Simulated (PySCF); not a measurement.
Structure problem from calculated spectra and properties.

Formula: BCl2F.

* Polarisability: 40.8 au [wB97X-D/def2-SVPD]
* UV, strongest line: among the 10 lowest singlet transitions: S3 at 7.86 eV (158 nm, f = 0.169) [TDDFT wB97X-D/def2-SVPD]
* UV, first state: lowest singlet excitation: 6.81 eV (182 nm, f = 0.000) [TDDFT wB97X-D/def2-SVPD]
* XPS: B1s 200.6, Cl2p3/2 207.3 (×2), F1s 694.3, Cl1s 2829.9 (×2) eV [ΔSCF SCAN, pcX-2 on the ionised atom, pcseg-1 elsewhere, spin-free X2C, 2p3/2 from a spin–orbit splitting computed afterwards within the 2p shell]
* Triplet: lowest triplet excitation (Tamm–Dancoff): 6.66 eV [TDA wB97X-D/def2-SVPD]
* Rotational structure: rotational constants A, B, C: 7.071, 3.129, 2.169 GHz [PBE0-D3(BJ)/def2-SVP]
* NMR, other nuclei: isotropic shieldings of nuclei other than C and H, by class: 61 (1 B), 185 (1 F), 749 (2 Cl) ppm [GIAO B3LYP/pcSseg-1]
* Dipole: 0.23 D [wB97X-D/def2-SVPD]

Gas-phase values; electronic properties from PySCF, density fitting. Levels stand in brackets. Geometry: PBE0-D3(BJ)/def2-SVP; no solvent, vibrations or thermal averaging. NMR classes are plain means over equivalent atoms (diastereotopic ones count apart unless rotation or inversion swaps them), as if these changed places fast.

Question: Give a SMILES that accounts for the data.

Answer: The other shieldings belong to: 61 ppm, boron bonded to 2 Cl and F; 185 ppm, fluorine bonded to B; 749 ppm, chlorine bonded to B. The core levels belong to: B1s 200.6 eV, boron bonded to 2 Cl and F; Cl2p3/2 207.3 eV, chlorine bonded to B; F1s 694.3 eV, fluorine bonded to B; Cl1s 2829.9 eV, chlorine bonded to B. The optimised geometry has point group C2v and is an asymmetric top. Structure: `FB(Cl)Cl`. The assignments are read from this structure; whether some other isomer fits the data as well wasn't checked.
